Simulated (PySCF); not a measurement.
# Ionisation energy of Se+ by level of theory

Se+ [Ar] 3d10 4s2 4p3 (4S) → Se(2+) [Ar] 3d10 4s2 4p2 (3P), as a difference of total energies. Calculation: PySCF 2.14, in aug-cc-pVQZ-PP with ECP10MDF; scalar relativity through the core potential. Correlated levels: valence: 3s2 3p6 3d10 frozen. The calculations carry no spin-orbit coupling.

| method | ionisation energy (eV) |
| --- | --- |
| UHF | 20.839 |
| LDA | 21.394 |
| PBE | 21.237 |
| PBE0 | 21.346 |
| r2SCAN | 21.548 |
| LC-wPBE | 21.381 |
| BLYP | 20.977 |
| wB97X-V | 21.085 |
| revPBE | 21.196 |
| MP2 (valence) | 21.388 |
| SCS-MP2 (valence) | 21.234 |

How much does correlation contribute at MP2 (valence)?

21.388 − (20.839) = 0.549 eV, measured against UHF.

The reference lies between the lowest fine-structure levels, while these numbers refer to the centres of the terms.

Errors of the correlated levels include the incompleteness of this basis and the frozen core.

For comparison: 21.196 ± 0.01 eV (measured; NIST Atomic Spectra Database, ionization energies).
